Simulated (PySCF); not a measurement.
Delta-valerolactone, C5H8O2.
Z-matrix (Å and degrees, GFN2-xTB geometry), rows numbered from 1:
```
O 
C   1  1.2020
C   2  1.5193  1  121.56
C   3  1.5239  2  114.71  1  -164.90
C   4  1.5236  3  108.11  2   -44.73
C   5  1.5205  4  107.88  3    61.83
O   2  1.3371  1  118.59  3   176.94
H   3  1.0948  2  105.55  1    74.01
H   3  1.0909  2  107.39  1   -39.87
H   4  1.0911  3  109.99  2  -166.13
H   4  1.0926  3  110.19  2    75.05
H   5  1.0899  4  111.52  3  -178.39
H   5  1.0920  4  109.84  3   -57.98
H   6  1.0977  5  109.93  4    66.39
H   6  1.0937  5  111.60  4  -173.26
```

The closed-shell ground state was solved at several levels (PySCF, density fitting, gas phase, non-relativistic).

```json
{"level": "CAM-B3LYP/def2-SVPD", "basis functions": "210", "total energy (Eh)": "-345.4146", "HOMO (eV)": "-9.17", "LUMO (eV)": "0.90", "gap (eV)": "10.07", "dipole (D)": "5.14"}
{"level": "B3LYP/pcJ-1", "basis functions": "269", "total energy (Eh)": "-345.8198", "HOMO (eV)": "-7.29", "LUMO (eV)": "0.00", "gap (eV)": "7.29", "dipole (D)": "4.93"}
```

Task: Estimate the row for PBE0/pcSseg-1, a basis of 159 functions; the other rows only guide the guess.

Result: Total energy -345.3762 Eh, HOMO -7.58 eV, LUMO 0.27 eV, gap 7.85 eV, dipole 4.94 D.

Task: Over all these levels, which gives the widest orbital gap and which the narrowest?

Result: CAM-B3LYP/def2-SVPD (range-separated hybrid) has the widest, 10.07 eV, and B3LYP/pcJ-1 (global hybrid, 20 % exact exchange) the narrowest, 7.29 eV. Functional and basis both differ between the two, so the spread mixes both effects.

Task: How far do the dipole and the HOMO energy spread over the levels?

Result: The dipole runs from 4.93 to 5.14 D (mean 5.00 D) and the HOMO from -9.17 to -7.29 eV.

One conformer stands for the species.
